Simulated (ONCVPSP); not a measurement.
Which change was made? (Be, ONCV)

ONCVPSP 4.0.1 input, shortened (lines: element, Z, core and valence counts, functional; n l f; lmax; l rc ep ncon nbas qcut; lloc lpopt rc5 dvloc0; l nproj debl; icmod fcfact rcfact), LDA (Perdew-Wang 92), scalar-relativistic:

```
  Be 4.00    1    1  -001012      upf
    1    0    2.00
    2    0    2.00
    2
    0    1.90    0.00    3    7    3.10
    1    1.45    0.22    4    8    4.50
    2    1.70    0.24    4    9    5.70
    4    4    1.05    0.00
    0    2    2.30
    1    2    2.30
    2    1    2.50
    0    0.00    0.00
```

Cutoffs, loose and tight: the cutoffs (Ha) at which the residual kinetic energy of the hardest occupied pseudo-wave falls to 1 and 0.1 mHa per electron. They do not see the model core or the augmentation charge, which bear on the density cutoff. Test errors are all-electron minus pseudo excitation energies from the reference, over the configurations 2s1; 2s1.5; 2s1 2p1; 2s0 2p2; variants that change the core or the reference have their own tests. The largest error is taken over the tests solved by every variant that gives reliable tests at all, those not shown here included: 2s1; 2s1 2p1; 2s1.5.

The base gives: outcome: generated; cutoff, loose: 4.6 Ha; cutoff, tight: 29 Ha; bound ghosts: none; GHOST(+) flags above zero: none; largest test error (meV): +16.

Q: After one change the result is: outcome: generated; cutoff, loose: 6.1 Ha; cutoff, tight: 30 Ha; bound ghosts: none; GHOST(+) flags above zero: none; largest test error (meV): +18. Which change was it?
A. s: rc 2.24
B. s: rc 1.38
C. s: rc 2.76

A: B. The others give: s: rc 2.76 → outcome: generated; cutoff, loose: 2.3 Ha; cutoff, tight: 3.8 Ha; bound ghosts: none; GHOST(+) flags above zero: none; largest test error (meV): -3.0 | s: rc 2.24 → outcome: generated; cutoff, loose: 3.5 Ha; cutoff, tight: 7.8 Ha; bound ghosts: none; GHOST(+) flags above zero: none; largest test error (meV): +11.
